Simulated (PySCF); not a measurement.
# Relaxation of singlet TiO(OH)₂

Level of theory: PBE0 in PySCF with Ti def2-TZVP, O def2-TZVP, H def2-TZVP; no relativity; density-fitted integrals. A (50,194) grid was used.

A hand-made trigonal pyramidal (heavy-atom frame) start, with no symmetry imposed:

```xyz
6
charge 0 multiplicity 1, angstrom
Ti    0.0597   -0.0076   -0.4637
O     1.5960   -0.0076    0.3532
O    -0.8188    1.5141    0.4705
O    -0.8188   -1.5293    0.4705
H    -0.4544    2.3536    0.7602
H    -1.7281   -1.6334    0.7602
```

Optimiser trace:
| step | E − E(last) (kJ/mol) | largest gradient (Eh/bohr) |
| --- | --- | --- |
| 0 | 175.43 | 0.15696 |
| 1 | 43.47 | 0.05867 |
| 2 | 12.78 | 0.01140 |
| 3 | 11.72 | 0.01920 |
| 4 | 9.93 | 0.03469 |
| 5 | 6.42 | 0.01558 |
| 6 | 4.15 | 0.00968 |
| 7 | 3.03 | 0.01061 |
| 8 | 2.13 | 0.00632 |
| 9 | 1.21 | 0.00353 |
| 10 | 0.74 | 0.00415 |
| 11 | 0.36 | 0.00403 |
| 12 | 0.33 | 0.00731 |
| 13 | 0.20 | 0.00293 |
| 14 | 0.17 | 0.00368 |
| 15 | 0.09 | 0.00137 |
| 16 | 0.06 | 0.00097 |
| 17 | 0.03 | 0.00076 |
| 18 | 0.01 | 0.00065 |
| 19 | 0.01 | 0.00117 |
| 20 | 0.00 | 0.00074 |
| 21 | 0.00 | 0.00029 |

It ends at Cs with O–H 0.958 Å (×2), Ti–O 1.605 Å, Ti–O 1.823 Å, Ti–O 1.833 Å; H–O–Ti 132.0°, H–O–Ti 135.4°, O–Ti–O 115.6°, O–Ti–O 117.6°, O–Ti–O 126.7° (after a last refinement on a finer grid). A frequency run shows a minimum. Other isomers or separated fragments may lie lower.
